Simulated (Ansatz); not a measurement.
Ansatz results at the PBE0-D4/def2-TZVP geometry: LUMO energy (PBE0/def2-TZVPP) -0.96 eV; HOMO energy (PBE/def2-TZVPP) -6.16 eV; HOMO energy (B3LYP/def2-TZVPP) -7.56 eV.

Each molecule was computed in one conformer, which needn't be the lowest.

(1) Which molecule gave them?
A. `O=C[SiH](O)[SnH3]`
B. `N=CCS`
C. `O=CCB(F)F`
D. `C=C(F)B(O)F`

Answers

(1) C. The others give `N=CCS`: -0.51, -5.81, -6.84; `O=C[SiH](O)[SnH3]`: -1.75, -5.54, -6.75; `C=C(F)B(O)F`: -1.10, -6.66, -7.69.

B3LYP here is the variant with VWN-RPA as its local correlation; programs differ in this.
